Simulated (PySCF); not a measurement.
AuCl$_{4}$, charge -1, singlet, geometry from GFN2-xTB (such geometries of metal compounds can be far from the true shape) (core potentials on Au); PySCF with DF-PBE0/def2-SVP.

The PySCF input:
```python
from pyscf import gto, scf, dft

mol = gto.M(
    atom='''
Au   -0.00000000    0.00000000   -0.00000000
Cl    2.10237282   -0.85465654    0.00310144
Cl    0.85465979    2.10237254   -0.00228057
Cl   -2.10237282    0.85465654   -0.00310144
Cl   -0.85465979   -2.10237254    0.00228057
''',
    basis='def2-svp',
    ecp={'Au': 'def2-svp'},
    charge=-1,
    verbose=4,
)

mf = dft.RKS(mol)
mf.xc = 'pbe0'
mf = mf.density_fit(auxbasis='def2-universal-jkfit')
mf.kernel()
```

The log (banner, timings and long lists left out):

```
PySCF version 2.14.0

[INPUT] verbose = 4
[INPUT] num. atoms = 5
[INPUT] num. electrons = 88
[INPUT] charge = -1
[INPUT] spin (= nelec alpha-beta = 2S) = 0
[INPUT] symmetry False subgroup None
[INPUT] Mole.unit = angstrom
[INPUT] Symbol           X                Y                Z      unit          X                Y                Z       unit  Magmom
[INPUT]  1 Au     0.000000000000   0.000000000000   0.000000000000 AA    0.000000000000   0.000000000000   0.000000000000 Bohr   0.0
[INPUT]  2 Cl     2.102372820000  -0.854656540000   0.003101440000 AA    3.972908841530  -1.615066791168   0.005860872192 Bohr   0.0
[INPUT]  3 Cl     0.854659790000   2.102372540000  -0.002280570000 AA    1.615072932778   3.972908312406  -0.004309652708 Bohr   0.0
[INPUT]  4 Cl    -2.102372820000   0.854656540000  -0.003101440000 AA   -3.972908841530   1.615066791168  -0.005860872192 Bohr   0.0
[INPUT]  5 Cl    -0.854659790000  -2.102372540000   0.002280570000 AA   -1.615072932778  -3.972908312406   0.004309652708 Bohr   0.0

nuclear repulsion = 559.247779856975
number of shells = 44
number of NR pGTOs = 201
number of NR cGTOs = 104
basis = def2-svp
ecp = {'Au': 'def2-svp'}

******** <class 'pyscf.df.df_jk.DFRKS'> ********
method = DFRKS
initial guess = minao
damping factor = 0
level_shift factor = 0
DIIS = <class 'pyscf.scf.diis.CDIIS'>
diis_start_cycle = 1
diis_space = 8
diis_damp = 0
SCF conv_tol = 1e-09
SCF conv_tol_grad = None
SCF max_cycles = 50
direct_scf = False
XC library pyscf.dft.libxc version 7.1.2
    S. Lehtola, C. Steigemann, M. J. T. Oliveira, and M. A. L. Marques,  SoftwareX 7, 1–5 (2018)
XC functionals = pbe0
    C. Adamo and V. Barone,  J. Chem. Phys. 110, 6158 (1999)
    M. Ernzerhof and G. E. Scuseria,  J. Chem. Phys. 110, 5029 (1999)
radial grids:
    Treutler-Ahlrichs [JCP 102, 346 (1995); DOI:10.1063/1.469408] (M4) radial grids

becke partition: Becke, JCP 88, 2547 (1988); DOI:10.1063/1.454033
pruning grids: <function nwchem_prune>
grids dens level: 3
symmetrized grids: False
atomic radii adjust function: <function treutler_atomic_radii_adjust>
small_rho_cutoff = 0
Set gradient conv threshold to 3.16228e-05
Initial guess from minao.
tot grids = 99832
******** <class 'pyscf.df.df.DF'> ********
auxbasis = def2-universal-jkfit
init E= -1963.81452285109
  HOMO = -0.651657850194736  LUMO = -0.642846456898302  gap/eV = 0.23977
cycle= 1 E= -1974.31854398399  delta_E= -10.5  |g|= 2.11  |ddm|= 10.3
  HOMO = 0.345063592542183  LUMO = 0.405515176878148  gap/eV = 1.64497
cycle= 2 E= -1957.19189769909  delta_E= 17.1  |g|= 5.77  |ddm|= 20.7
  HOMO = -0.160159651417678  LUMO = -0.0773969091498872  gap/eV = 2.25209
cycle= 3 E= -1975.28642714303  delta_E= -18.1  |g|= 0.957  |ddm|= 20.4
  HOMO = -0.164280902536022  LUMO = -0.00635065826462267  gap/eV = 4.29750
cycle= 4 E= -1975.51034652048  delta_E= -0.224  |g|= 0.259  |ddm|= 1.21
  HOMO = -0.120040992318097  LUMO = 0.0326809352051072  gap/eV = 4.15578
cycle= 5 E= -1975.52636519416  delta_E= -0.016  |g|= 0.0555  |ddm|= 0.341
  HOMO = -0.123616548252059  LUMO = 0.0304477917074877  gap/eV = 4.19230
cycle= 6 E= -1975.52706270091  delta_E= -0.000698  |g|= 0.0085  |ddm|= 0.0497
  HOMO = -0.123288650639157  LUMO = 0.0315067463227479  gap/eV = 4.21220
cycle= 7 E= -1975.52708165453  delta_E= -1.9e-05  |g|= 0.000326  |ddm|= 0.0095
  HOMO = -0.123312387299583  LUMO = 0.0314799519633908  gap/eV = 4.21211
cycle= 8 E= -1975.5270816773  delta_E= -2.28e-08  |g|= 0.000116  |ddm|= 0.000597
  HOMO = -0.123301094217536  LUMO = 0.0314900895229613  gap/eV = 4.21208
cycle= 9 E= -1975.52708168089  delta_E= -3.59e-09  |g|= 1.83e-05  |ddm|= 0.000178
  HOMO = -0.123302067551699  LUMO = 0.0314886660562763  gap/eV = 4.21207
cycle= 10 E= -1975.52708168097  delta_E= -7.55e-11  |g|= 2.82e-06  |ddm|= 2.52e-05
  HOMO = -0.123302022541972  LUMO = 0.0314881935137521  gap/eV = 4.21206
Extra cycle  E= -1975.52708168096  delta_E= 1e-11  |g|= 5.18e-06  |ddm|= 8.55e-06
converged SCF energy = -1975.52708168096
```
